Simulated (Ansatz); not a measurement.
Z-matrix (Å, degrees):
```
Al
Si 1 2.4654
H 2 1.4994 1 114.45
H 2 1.5011 3 107.69 1 124.05
H 2 1.5027 3 107.29 4 114.60
Si 1 2.4654 2 120.02 3 168.05
H 6 1.4994 1 114.25 2 4.66
H 6 1.5015 7 107.62 1 -123.73
H 6 1.5024 7 107.39 8 -114.57
Si 1 2.4655 2 119.95 3 -11.85
H 10 1.4993 1 114.29 2 -177.67
H 10 1.5018 11 107.54 1 -123.19
H 10 1.5021 11 107.49 12 -114.59
```
Charge 0, spin multiplicity 1.

Calculation: frozen-core CCSD(T)/cc-pVTZ // PBE-D3(BJ)/def2-TZVP (Ansatz, an electronic-structure program).

```
Quantity                        Result
----------------------  --------------
HF energy               -1113.98244 Ha
MP2 correlation energy     -0.45945 Ha
```

Task: Estimate the CCSD correlation energy, the (T) correction, the total energy and the T1 diagnostic.

Result: 
```json
{
  "CCSD correlation energy": "-0.54552 Ha",
  "(T) correction": "-0.01881 Ha",
  "CCSD(T) total energy": "-1114.54677 Ha",
  "T1 diagnostic": "0.014"
}
```
